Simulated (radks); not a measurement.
The numbers below are computed, except where a source is named.
Dynamic dipole polarisability and lines of the selenium ion Se22+, [Ne] 3s2. Level of theory: scalar-relativistic Kohn-Sham, LDA (Slater exchange, Perdew-Wang correlation), spin-unpolarised, spherical densities, finite nucleus; Fermi nuclear charge, rms radius of each element as measured or else 0.836 A^(1/3) + 0.57 fm (a radial shooting solver on a logarithmic mesh with Libxc functionals). Time-dependent linear response with the Hartree and adiabatic LDA kernel, continuum included through the Sternheimer equations, no spin-orbit coupling, so fine structure and intercombination lines are absent. Lines are the poles of the dipole polarisability below minus the highest occupied eigenvalue, found on a grid refined at the orbital gaps; the lowest seven at most are given, and weak or close lines can be missed. The first line takes the name of the lowest orbital gap if no other gap lies below it; otherwise a line is named after a gap within 0.6 % of it, if that gap stands alone.

| photon energy (eV) | alpha (bohr^3) |
|---|---|
| 0 | 0.09521 |
| 15.897 | 0.1002 |
| 79.485 | -0.3161 |
| 143.07 | -0.02478 |
| 206.66 | -0.007578 |
| 270.25 | -0.001841 |
| 333.84 | 0.001351 |
| 397.42 | 0.004588 |
| 461.01 | 0.01653 |
| 524.60 | -0.009159 |
| 588.19 | -0.001413 |
| 651.78 | 0.003845 |
| 715.36 | -0.0009910 |
| 778.95 | -0.002312 |
| 842.54 | 0.0003634 |
| 906.13 | 0.0008095 |

Lines (eV, oscillator strength): 70.111 (17.68 nm, 3s-3p), f = 0.606; 487.15 (2.545 nm, 3s-4p), f = 0.535; 671.94 (1.845 nm, 3s-5p), f = 0.156; 767.04 (1.616 nm, 3s-6p), f = 0.0699; 822.63 (1.507 nm, 3s-7p), f = 0.0382; 857.98 (1.445 nm, 3s-8p), f = 0.0234; 881.86 (1.406 nm, unassigned), f = 0.0155. Higher lines, where found, are left out when the end of the mesh affects them. Those listed give 98 % of the static polarisability (sum of f/w^2). Orbital energy gaps for comparison: 3s-3p 57.294 eV; 3s-4p 487.90 eV; 3s-5p 672.16 eV; 3s-6p 767.10 eV; 3s-7p 822.64 eV.
